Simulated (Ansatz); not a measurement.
`C[S][Al]([F])[F]` + H₂ → `C[S][AlH][F]` + H–F at 700 K and 1 bar (hydrogenolysis of the Al–F bond).

Isolated molecules relaxed with PBE0-D4/def2-TZVP in Ansatz; ΔE leaves out vibrations. CCSD(T)/CBS is the MP2 limit (def2-TZVPP, def2-QZVPP) plus CCSD(T) − MP2 in def2-TZVPP, frozen cores. This one scheme is used for every species. Each species was taken in one conformer, which may not be the lowest.

```csv
species,CCSD(T)/CBS energy (Eh),H − E (kJ/mol),S (J/(mol·K))
`C[S][Al]([F])[F]`,-879.43566,186.9,461.4
H₂,-1.17544,46.8,155.3
`C[S][AlH][F]`,-780.15488,192.6,427.7
H–F,-100.39570,45.2,198.5
```

H − E and S are ideal-gas, rigid-rotor, harmonic terms from PBE0-D4/def2-TZVP, for one conformer and one mirror image of each species. The MP2-based limit puts H₂ 0.8 mEh under its directly extrapolated value; such offsets cancel only in part. 1 Eh = 2625.50 kJ/mol, R = 8.31446 J/(mol·K).

Q: By hand: ΔE, ΔH, ΔS and ΔG.

A: ΔE = (-780.15488) + (-100.39570) − (-879.43566) − (-1.17544) = 0.06052 Eh = 158.9 kJ/mol. Δ(H − E) = 192.6 + 45.2 − 186.9 − 46.8 = 4.1, so ΔH = 163.0 kJ/mol. ΔS = 427.7 + 198.5 − 461.4 − 155.3 = 9.5 J/(mol·K). ΔG = 163.0 − 700 × (9.5)/1000 = 156.3 kJ/mol.

Q: By hand: the equilibrium constant, and the temperature at which ΔG would vanish if ΔH and ΔS stayed fixed.

A: log₁₀ K = −ΔG/(RT ln 10) = -11.7. ΔG = 0 at ΔH/ΔS = 17158 K, far beyond where these terms or the molecules hold.

The number of gas molecules stays the same, so ΔS is small and ΔH decides. A doubt of 5 kJ/mol in ΔE shifts log₁₀ K by 0.4 here. Other conformers and mirror images would add mixing entropy, several J/(mol·K) or more a flexible species. Modes under 60 cm⁻¹, often nearly free rotors, make the harmonic entropy too high. These are equilibria of isolated gas molecules and say nothing of rates. Largest T1 diagnostic: 0.012 (customary marks: 0.02 for closed shells, 0.045 for open ones).
